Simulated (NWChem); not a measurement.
# CH4O2Si; SMILES O=CO[SiH3]

```xyz
8

O     -0.7524    -1.5783     0.0000
C      0.4194    -1.2854     0.0000
O      0.8936    -0.0291     0.0000
Si    -0.2407     1.2625     0.0000
H      1.2419    -2.0158     0.0000
H     -1.0734     1.2262    -1.2237
H     -1.0734     1.2262     1.2237
H      0.6290     2.4603     0.0000
```
Atoms are numbered in this order, from 1.

Computed with NWChem. Pople sets run with spherical d functions. Structure relaxed at the B3LYP/6-31G* (spherical d) level.

For level B3LYP/6-311++G**:

```yaml
highest occupied level (eV): -8.43
dipole (D): 1.59
```

What are these values for level B3LYP/6-31G*?

The highest occupied level (eV) comes out as -8.02 and the dipole (D) is 1.46.
